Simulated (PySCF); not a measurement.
PySCF input file for Sb(Cl)2(Et) (C₂H₅Cl₂Sb), SMILES C[CH2][Sb]([Cl])[Cl], TDDFT-M06-2X/def2-SVPD. The structure is a stationary point at B3LYP-D3(BJ)/def2-SVP. The structure was generated by enumeration; whether it is a known compound was not checked. The def2 effective core potentials stand for the cores of Sb; spin–orbit coupling is left out. One conformer was computed; it need not be the lowest.

```python
import numpy as np
from pyscf import gto, scf, dft, tdscf

mol = gto.M(
    atom='''
    Sb    0.13445275    0.17901795    0.56915728
    Cl   -1.94615502    0.53317121   -0.58201719
    Cl    1.63676649    1.30014732   -0.92891868
    C     0.45364123   -1.77229020   -0.37591352
    C    -0.60199218   -2.80001256    0.01858076
    H     1.47371226   -2.08150419   -0.09310503
    H     0.45433154   -1.56166901   -1.45567137
    H    -1.61001673   -2.45481589   -0.25893376
    H    -0.59985406   -3.00343217    1.10272269
    H    -0.42555216   -3.76109235   -0.49212702
    ''',
    basis='def2-SVPD',
    ecp={'Sb': 'def2-svp'},
    charge=0,
    spin=0,
    max_memory=1600,
    verbose=4,
)
mf = dft.RKS(mol, xc='m06-2x').density_fit(auxbasis='def2-universal-jkfit')
mf.grids.level = 4
mf.conv_tol = 1e-9
mf.max_cycle = 100
mf.kernel()
mf.grids = dft.Grids(mol).set(level=2).build(with_non0tab=True)  # coarser grid for the response kernel
td = tdscf.TDDFT(mf)
td.singlet = True
td.nstates = 10
td.conv_tol = 1e-4
td.positive_eig_threshold = 1e-6
td.kernel(x0=td.get_init_guess(mf, 15))
td.analyze()
tt = tdscf.TDA(mf)
tt.singlet = False
tt.nstates = 4
tt.conv_tol = 1e-4
tt.positive_eig_threshold = 1e-6
tt.kernel(x0=tt.get_init_guess(mf, 9))
tt.analyze(verbose=3)
```

It prints:

```
PySCF version 2.14.0

[INPUT] verbose = 4
[INPUT] num. atoms = 10
[INPUT] num. electrons = 74
[INPUT] charge = 0
[INPUT] spin (= nelec alpha-beta = 2S) = 0
[INPUT] symmetry False subgroup None
[INPUT] Mole.unit = angstrom
[INPUT] Symbol           X                Y                Z      unit          X                Y                Z       unit  Magmom
[INPUT]  1 Sb     0.134452750000   0.179017950000   0.569157280000 AA    0.254078874195   0.338294896881   1.075551381002 Bohr   0.0
[INPUT]  2 Cl    -1.946155020000   0.533171210000  -0.582017190000 AA   -3.677699983747   1.007547564403  -1.099853088889 Bohr   0.0
[INPUT]  3 Cl     1.636766490000   1.300147320000  -0.928918680000 AA    3.093040395966   2.456922356387  -1.755401897192 Bohr   0.0
[INPUT]  4 C      0.453641230000  -1.772290200000  -0.375913520000 AA    0.857257683511  -3.349143091251  -0.710373599321 Bohr   0.0
[INPUT]  5 C     -0.601992180000  -2.800012560000   0.018580760000 AA   -1.137600349330  -5.291256883742   0.035112547586 Bohr   0.0
[INPUT]  6 H      1.473712260000  -2.081504190000  -0.093105030000 AA    2.784912557814  -3.933472846235  -0.175943007519 Bohr   0.0
[INPUT]  7 H      0.454331540000  -1.561669010000  -1.455671370000 AA    0.858562180352  -2.951126726121  -2.750820216670 Bohr   0.0
[INPUT]  8 H     -1.610016730000  -2.454815890000  -0.258933760000 AA   -3.042490675668  -4.638929718330  -0.489313890804 Bohr   0.0
[INPUT]  9 H     -0.599854060000  -3.003432170000   1.102722690000 AA   -1.133559888108  -5.675664235008   2.083843875444 Bohr   0.0
[INPUT] 10 H     -0.425552160000  -3.761092350000  -0.492127020000 AA   -0.804177034117  -7.107434470697  -0.929985286298 Bohr   0.0

nuclear repulsion = 407.479817720857
number of shells = 70
number of NR pGTOs = 267
number of NR cGTOs = 166
basis = def2-SVPD
ecp = {'Sb': 'def2-svp'}


[settings echo left out]
init E= -1213.7543459094
  HOMO = -0.666855446379318  LUMO = -0.622203353868862  gap/eV = 1.21505
cycle= 1 E= -1237.64803902799  delta_E= -23.9  |g|= 2.68  |ddm|= 12.3
  HOMO = -0.00873732513707703  LUMO = 0.0147555409792812  gap/eV = 0.63927
cycle= 2 E= -1236.36102983709  delta_E= 1.29  |g|= 2.86  |ddm|= 74.6
  HOMO = -0.334783005437018  LUMO = -0.137219579619167  gap/eV = 5.37597
cycle= 3 E= -1239.3847494494  delta_E= -3.02  |g|= 0.442  |ddm|= 74.2
  HOMO = -0.299632947975681  LUMO = -0.0278679477692284  gap/eV = 7.39510
cycle= 4 E= -1239.46338851517  delta_E= -0.0786  |g|= 0.171  |ddm|= 0.995
  HOMO = -0.307780367011404  LUMO = -0.0317891074749179  gap/eV = 7.51010
cycle= 5 E= -1239.47109315011  delta_E= -0.0077  |g|= 0.0552  |ddm|= 0.319
  HOMO = -0.318587245218264  LUMO = -0.0387044420011499  gap/eV = 7.61600
cycle= 6 E= -1239.47190320853  delta_E= -0.00081  |g|= 0.0192  |ddm|= 0.113
  HOMO = -0.319521961317065  LUMO = -0.040854920681768  gap/eV = 7.58292
cycle= 7 E= -1239.47201416174  delta_E= -0.000111  |g|= 0.00504  |ddm|= 0.0391
  HOMO = -0.319766540023359  LUMO = -0.0407283633025575  gap/eV = 7.59302
cycle= 8 E= -1239.47202327268  delta_E= -9.11e-06  |g|= 0.00197  |ddm|= 0.0117
  HOMO = -0.319711763641664  LUMO = -0.0407012074831599  gap/eV = 7.59226
cycle= 9 E= -1239.47202456984  delta_E= -1.3e-06  |g|= 0.000393  |ddm|= 0.00406
  HOMO = -0.319716847065543  LUMO = -0.0406808430897076  gap/eV = 7.59296
cycle= 10 E= -1239.47202467668  delta_E= -1.07e-07  |g|= 0.000146  |ddm|= 0.00135
  HOMO = -0.319714714717293  LUMO = -0.0406733745978648  gap/eV = 7.59310
cycle= 11 E= -1239.47202468912  delta_E= -1.24e-08  |g|= 3.66e-05  |ddm|= 0.000473
  HOMO = -0.319720508565332  LUMO = -0.0406788499100576  gap/eV = 7.59311
cycle= 12 E= -1239.47202468995  delta_E= -8.25e-10  |g|= 1.36e-05  |ddm|= 0.000117
  HOMO = -0.319717986687898  LUMO = -0.0406762452350608  gap/eV = 7.59311
Extra cycle  E= -1239.47202469003  delta_E= -8.19e-11  |g|= 9.68e-06  |ddm|= 4.86e-05
converged SCF energy = -1239.47202469003
tot grids = 86816
Overwritten attributes  positive_eig_threshold  of <class 'pyscf.tdscf.rks.TDDFT'>


******** <class 'pyscf.tdscf.rks.TDDFT'> for <class 'pyscf.df.df_jk.DFRKS'> ********
nstates = 10 singlet
deg_eia_thresh = 1.000e-03
wfnsym = None
conv_tol = 0.0001
eigh lindep = 1e-12
eigh level_shift = 0
eigh max_cycle = 100


Excitation energies (eV)
[4.60378984 4.69792757 5.97282546 6.09108495 6.17264083 6.31171774
 6.50669381 6.89083112 6.91607275 6.95913479]

** Singlet excitation energies and oscillator strengths **
Excited State   1:      4.60379 eV    269.31 nm  f=0.0421
      37 -> 38       -0.69542
Excited State   2:      4.69793 eV    263.91 nm  f=0.0337
      37 -> 39       -0.69423
Excited State   3:      5.97283 eV    207.58 nm  f=0.0019
      35 -> 38        0.15956
      35 -> 39        0.32756
      36 -> 38        0.54726
      36 -> 39       -0.15448
Excited State   4:      6.09108 eV    203.55 nm  f=0.0324
      32 -> 38       -0.17084
      34 -> 39        0.10492
      35 -> 38        0.48738
      35 -> 39        0.25369
      36 -> 38       -0.21068
      36 -> 39        0.29332
Excited State   5:      6.17264 eV    200.86 nm  f=0.0075
      33 -> 39        0.18235
      34 -> 38        0.63797
      35 -> 38       -0.12059
Excited State   6:      6.31172 eV    196.43 nm  f=0.0214
      33 -> 38       -0.22766
      34 -> 39       -0.27594
      35 -> 38       -0.30747
      35 -> 39        0.20472
      36 -> 38        0.11452
      36 -> 39        0.44203
Excited State   7:      6.50669 eV    190.55 nm  f=0.0083
      33 -> 38       -0.25245
      34 -> 39       -0.52140
      35 -> 38        0.25070
      36 -> 38       -0.10032
      36 -> 39       -0.23640
Excited State   8:      6.89083 eV    179.93 nm  f=0.1914
      30 -> 38        0.15215
      31 -> 38        0.10066
      33 -> 39        0.10752
      34 -> 38       -0.16337
      35 -> 38       -0.18106
      35 -> 39        0.47636
      36 -> 38       -0.25682
      36 -> 39       -0.27971
Excited State   9:      6.91607 eV    179.27 nm  f=0.2095
      33 -> 38        0.30466
      34 -> 39       -0.19316
      37 -> 40       -0.57695
      37 -> 41        0.10364
Excited State  10:      6.95913 eV    178.16 nm  f=0.1149
      33 -> 38       -0.50686
      34 -> 39        0.27464
      37 -> 40       -0.35504

** Transition electric dipole moments (AU) **
state          X           Y           Z        Dip. S.      Osc.
  1        -0.0657      0.4467     -0.4116      0.3733      0.0421
  2        -0.5404     -0.0329     -0.0005      0.2931      0.0337
  3        -0.0966      0.0459     -0.0425      0.0133      0.0019
  4         0.0577     -0.2916      0.3585      0.2169      0.0324
  5         0.2026      0.0858     -0.0302      0.0493      0.0075
  6        -0.0884      0.3381     -0.1278      0.1384      0.0214
  7         0.0038      0.1251      0.1914      0.0523      0.0083
  8         1.0309      0.2588     -0.0608      1.1335      0.1914
  9        -0.0753      0.9114      0.6324      1.2362      0.2095
 10        -0.1458      0.7626      0.2665      0.6739      0.1149

WARN: ECP detected. Skipping calculation of transition velocity and magnetic dipole moments, which have not yet been implemented.

Overwritten attributes  positive_eig_threshold  of <class 'pyscf.tdscf.rks.TDA'>


******** <class 'pyscf.tdscf.rks.TDA'> for <class 'pyscf.df.df_jk.DFRKS'> ********
nstates = 4 triplet
deg_eia_thresh = 1.000e-03
wfnsym = None
conv_tol = 0.0001
eigh lindep = 1e-12
eigh level_shift = 0
eigh max_cycle = 100


Excitation energies (eV)
[3.72095283 3.82554818 5.5212341  5.62792413]

** Triplet excitation energies and oscillator strengths **
Excited State   1:      3.72095 eV    333.21 nm  f=0.0000
Excited State   2:      3.82555 eV    324.10 nm  f=0.0000
Excited State   3:      5.52123 eV    224.56 nm  f=0.0000
Excited State   4:      5.62792 eV    220.30 nm  f=0.0000
```

Self-consistency was reached.
